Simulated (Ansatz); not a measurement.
Start from `N[Si](O)(S)S` and change one atom or group to get `O[SiH](S)S`.

Ansatz, PBE0-D4/def2-TZVP geometries, multiplicity 1. Each molecule was computed in one conformer, which needn't be the lowest.

```csv
property,`N[Si](O)(S)S`
HOMO energy (B3LYP/def2-TZVPP) / eV,-7.01
HOMO–LUMO gap (PBE/def2-TZVPP) / eV,5.43
LUMO energy (ωB97M-V/def2-TZVPP) / eV,1.90
HOMO energy (PBE/def2-TZVPP) / eV,-5.98
size of the dipole moment (B3LYP/def2-TZVPP) / D,1.92
HOMO–LUMO gap (ωB97M-V/def2-TZVPP) / eV,11.38
```

Q: Give the same properties after the change, and the shifts. (Best estimate.)

A: Ansatz gave: 
| property | `O[SiH](S)S` | shift |
| --- | --- | --- |
| HOMO energy (B3LYP/def2-TZVPP) / eV | -7.40 | -0.39 |
| HOMO–LUMO gap (PBE/def2-TZVPP) / eV | 5.32 | -0.11 |
| LUMO energy (ωB97M-V/def2-TZVPP) / eV | 1.65 | -0.25 |
| HOMO energy (PBE/def2-TZVPP) / eV | -6.43 | -0.45 |
| size of the dipole moment (B3LYP/def2-TZVPP) / D | 1.53 | -0.39 |
| HOMO–LUMO gap (ωB97M-V/def2-TZVPP) / eV | 11.48 | 0.10 |

With PBE0 the HOMO falls by 0.39 eV and the LUMO falls by 0.54 eV, so the gap narrows by about 0.15 eV. PBE moves the HOMO by -0.45 eV and ωB97M-V by -0.35 eV. The zero-point energy changes by -47.6 kJ/mol with -6 modes. Dipoles are sizes alone; their direction can turn.

Positive LUMOs are unbound, so they and the gaps depend on the basis.

B3LYP here is the variant with VWN-RPA as its local correlation; programs differ in this.
